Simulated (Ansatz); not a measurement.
A structure relaxed at PBE0-D4/def2-TZVP, charge 0, multiplicity 1:

Cartesian coordinates in Å:
```
Al -1.606 -0.543 1.236
Si -0.586 1.680 0.876
Si 1.146 0.991 -0.489
C 0.516 -0.361 -1.683
Si 1.110 -1.232 -0.128
H -1.619 -1.164 2.698
H -2.537 -1.124 0.085
H -1.438 2.706 0.203
H 0.003 2.295 2.099
H 2.360 1.730 -0.920
H 1.186 -0.541 -2.525
H -0.526 -0.378 -1.993
H -0.043 -1.675 0.764
H 2.035 -2.384 -0.222
```

Question: Give its formula and SMILES.

Answer: CH9AlSi3, `[AlH2][SiH2][SiH]1C[SiH2]1`.

Question: Point group (tolerance 0.08 Å, 0.16 Å for H)?

Answer: C1.

Question: Summarise the bond lengths by kind.

Answer: 1 × Al–Si 2.472 Å; 2 × Al–H 1.588 to 1.590 Å; 2 × Si–Si 2.252 to 2.310 Å; 5 × H–Si 1.481 to 1.524 Å; 2 × C–Si 1.879 to 1.911 Å; 2 × C–H 1.086 to 1.091 Å.

Results of the Gaussian-basis code of Ansatz.
